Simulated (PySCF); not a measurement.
SMILES [SiH2]([SiH2]S)O[SiH3] (H8OSSi3) (GFN2-xTB optimised geometry):

```
13

Si     3.276     0.361     0.000
O      1.655     0.361     0.000
Si     0.158     0.987     0.000
Si    -1.141    -0.905     0.021
S     -3.195    -0.235    -0.100
H      3.639    -0.566    -1.067
H      3.662    -0.109     1.327
H      3.750     1.718    -0.258
H      0.044     1.851     1.181
H      0.040     1.836    -1.191
H     -1.111    -1.747     1.225
H     -1.009    -1.851    -1.095
H     -3.750    -1.435    -0.082
```

Calculation: B3LYP/def2-TZVP in PySCF 2.14.0.

Q: What are the frontier orbital energies and the dipole moment?

A: HOMO-2 -8.55 eV, HOMO-1 -8.11 eV, HOMO -6.93 eV, LUMO -1.26 eV, LUMO+1 -0.19 eV; dipole moment 1.50 D.

Meta-Löwdin charges at B3LYP/def2-TZVP: Si1 0.80, O2 -0.86, Si3 0.70, Si4 0.35, S5 -0.33, H6 -0.12, H7 -0.12, H8 -0.13, H9 -0.11, H10 -0.11, H11 -0.09, H12 -0.09, H13 0.10.
